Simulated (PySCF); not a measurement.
CH$_{6}$ClNO$_{2}$Si (SMILES CN[Si](O)(O)Cl), singlet, at a GFN2-xTB geometry. Base run: M062X/6-31G run with PySCF.

Here is a job for PySCF.
```python
from pyscf import gto, scf, dft, solvent

mol = gto.Mole()
mol.atom = '''
    C     2.30728152    0.03140302   -0.99052290
    N     1.04818643   -0.67865120   -0.92827098
    Si   -0.36246752   -0.06730540   -0.17685021
    O    -0.72754666    1.40471042   -0.75953880
    O    -1.46012198   -1.21901881   -0.51051056
    Cl   -0.26968149    0.28084987    1.80865801
    H     2.93544962   -0.15469227   -0.11355411
    H     2.10746777    1.09914336   -1.04466438
    H     2.85650575   -0.26991408   -1.88420376
    H     1.17617545   -1.67801129   -0.92226030
    H    -0.82997548    1.52899676   -1.69953007
    H    -2.26613753   -1.28108726   -0.00564148
'''
mol.basis = '6-31g'
mol.verbose = 4
mol.build()

mf = dft.RKS(mol)
mf.xc = 'm062x'
mf.kernel()
```

Variants of this job, named by their change:

```tsv
change	ΔE vs base (kcal/mol)	dipole (D)	HOMO-LUMO gap (eV)
base	0.000	2.20	10.14
model = COSMO; solvent = dimethylsulfoxide	-12.92	2.63	10.21
model = IEF-PCM; solvent = dimethylsulfoxide; r_probe = 0.5	-4.81	2.49	10.14
model = IEF-PCM; solvent = dimethylsulfoxide	-12.91	2.64	10.20
model = IEF-PCM; solvent = n-hexane	-4.67	2.37	10.16
model = ddCOSMO; solvent = dimethylsulfoxide	-9.40	2.56	10.19
model = IEF-PCM; solvent = dimethylsulfoxide; vdw_scale = 1.4	-7.20	2.55	10.16
model = IEF-PCM; solvent = 2-propanol	-12.26	2.62	10.20
model = C-PCM; solvent = dimethylsulfoxide	-13.07	2.64	10.21
model = IEF-PCM; solvent = dimethylsulfoxide; vdw_scale = 1.1	-17.65	2.68	10.25
model = IEF-PCM; solvent = dimethylsulfoxide; lebedev_order = 11	-12.18	2.63	10.19
model = SS(V)PE; solvent = dimethylsulfoxide	-12.79	2.63	10.20
```

The base is the gas phase, so ΔE is the electrostatic part of solvation at a fixed geometry, without cavity and dispersion terms.
